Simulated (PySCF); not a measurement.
**Potential energy of Sb₂⁺ along the bond**

Set-up: basis Sb cc-pVTZ-PP with ECP28; scalar-relativistic core potentials; PySCF 2.14. Energies in eV from Sb⁺ + Sb in their ground configurations at the same level. All curves are PBE0. state 1: ²Πu (doublet), unpaired electrons π ↑; state 2: doublet, unpaired electrons σ ↑, a second solution, started from another occupation; state 3: ⁴Πg (quartet), unpaired electrons π ↑↑↑, a second solution, started from another occupation; state 4: Ms = 0.5 determinant of mixed spin (⟨S²⟩ near 1.8), unpaired electrons π ↑↑↓, a mixture of terms (⟨Lz²⟩ = 3.0), a second solution, started from another occupation.

| R (Å) | state 1 | state 2 | state 3 | state 4 |
| --- | --- | --- | --- | --- |
| 2.226 | -1.841 | -1.932 | 0.622 | 0.986 |
| 2.329 | -2.660 | -2.450 | -0.636 | -0.278 |
| 2.433 | -3.094 | -2.644 | -1.471 | -1.120 |
| 2.510 | -3.238 | -2.643 | -1.891 | -1.544 |
| 2.588 | -3.265 | -2.581 | -2.174 | -1.831 |
| 2.666 | -3.204 | -2.494 | -2.350 | -2.009 |
| 2.769 | -3.025 | -2.359 | -2.457 | -2.120 |
| 2.899 | -2.697 | -2.179 | -2.444 | -2.109 |
| 3.054 | -2.221 | -1.971 | -2.289 | -1.956 |
| 3.261 | -1.542 | -1.720 | -1.956 | -1.624 |

**Question.** Put a parabola through the three lowest points of the state 1 curve and estimate Re, k and ωe (reduced mass 60.45 u; 1 eV/Å² = 0.16022 mdyn/Å; ωe = 1302.8·√(k/μ) cm⁻¹).

**Answer.** Through R = 2.51, 2.588, 2.666 Å the second-order coefficient is 7.23 eV/Å², so Re ≈ 2.573 Å, k ≈ 2.32 mdyn/Å and ωe ≈ 255 cm⁻¹. A polynomial fit of higher order to the unrounded PBE0 energies gives Re = 2.570 Å, k = 2.48 mdyn/Å, ωe = 264 cm⁻¹; anharmonicity and rounding make the difference.

The higher-order fit for each curve: state 1: Re = 2.570 Å, ωe = 264 cm⁻¹, De = 3.27 eV; state 3: Re = 2.819 Å, ωe = 194 cm⁻¹, minimum 2.47 eV below the ground-state fragments; state 4: Re = 2.822 Å, ωe = 194 cm⁻¹, minimum 2.13 eV below the ground-state fragments. State 2 gave no clean fit.

⟨S²⟩ of the unrestricted solution departs from its pure value on part of the curve, where spin states mix. These are scalar-relativistic numbers at best; spin–orbit coupling would shift them, the dissociation energy most. The state is the lowest determinant that a PBE0 search found; another state may lie lower at other levels.
